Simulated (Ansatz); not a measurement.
```xyz
8

N    -0.634    0.788   -1.147
Sn    0.482   -0.033    0.309
O    -0.834   -0.776    1.567
H    -0.265    1.647   -1.530
H    -0.890    0.175   -1.908
H     1.321    1.232    1.081
H     1.453   -1.355   -0.192
H    -0.634   -1.679    1.821
```

Total charge 0; spin multiplicity 1. Sn: def2 effective core potential.

Task: List the ωB97M-V/def2-TZVPP orbital energies in eV (Ansatz 0.2.0). (Best estimate.)

Result: The calculation gave: Occupied: -525.36, -394.08, -143.09, -97.67, -97.66, -97.64, -31.79, -31.40, -31.31, -31.19, -31.18, -29.00, -25.76, -17.30, -15.76, -14.79, -12.80, -12.06, -11.39, -10.63, -9.72. Lowest empty: 1.24, 1.55, 2.51, 2.76, 3.04, 4.20, 4.36, 5.00.
